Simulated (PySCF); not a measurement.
## Two-component Hartree-Fock for Re³²⁺ (rhenium, charge +32)

Start: [Kr] 4d7; 4d3/2 filled at m_j = -3/2, -1/2, +1/2, +3/2; 4d5/2 filled at m_j = +1/2, +3/2, +5/2. Calculated with PySCF 2.14 in an uncontracted even-tempered set (17 s from 3.1 bohr⁻², ratio 2.8; 14 p from 4.1 bohr⁻², ratio 2.8; 9 d from 4.1 bohr⁻², ratio 2.8; 3 f from 18 bohr⁻², ratio 3): generalised Hartree-Fock with the X2C-1e Hamiltonian and a Gaussian nucleus; one run each with spin-orbit coupling (SO) switched off, then screened by Boettger's factors.

```
spinor shell  electrons  ε, spin-free (eV)  ε, screened SO (eV)  weight of nominal j (screened SO)  rms radius, screened SO (bohr)
       1s1/2          2           -73297.6             -73273.9                              1.000                          0.0204
       2s1/2          2           -13876.2             -13868.3                              1.000                          0.0825
       2p1/2          2           -12271.5             -13302.1                              1.000                          0.0700
       2p3/2          4           -12271.5             -11855.1                              1.000                          0.0776
       3s1/2          2            -4211.2              -4208.3                              1.000                           0.210
       3p1/2          2            -3729.6              -3958.7                              1.000                           0.201
       3p3/2          4            -3729.6              -3634.7                              1.000                           0.215
       3d3/2          4            -3180.9              -3223.0                              1.000                           0.189
       3d5/2          6            -3180.9              -3150.0                              1.000                           0.194
       4s1/2          2            -1750.2              -1749.2                              1.000                           0.436
       4p1/2          2            -1569.3              -1641.7                              0.998                           0.440
       4p3/2          4            -1569.3              -1538.4                              0.999                           0.468
       4d3/2          4            -1359.2              -1369.1                              0.980                           0.459
       4d5/2          3            -1359.2              -1350.6                              0.982                           0.466
```

```json
{"quantity": "E (hartree)", "spin-free": "-16137.97948", "screened SO": "-16159.56616"}
{"quantity": "M_J", "spin-free": "9/2", "screened SO": "9/2"}
{"quantity": "⟨J²⟩", "spin-free": "24.751", "screened SO": "24.753"}
{"quantity": "⟨L²⟩", "spin-free": "12.001", "screened SO": "15.487"}
{"quantity": "⟨S²⟩", "spin-free": "3.750", "screened SO": "2.719"}
```

Each row is a mean over spinors that exchange with the open shell spreads, by up to 23.012 eV (4p3/2).

Breit and QED terms are absent; they matter most for the inner s and p1/2 levels.

Densities and radii are taken from the X2C orbitals without a picture-change correction, which distorts them close to the nucleus.

Without spin-orbit coupling the j labels of p, d and f shells carry no meaning; the spin-free column gives the mean over the occupied spinors of each nl shell.
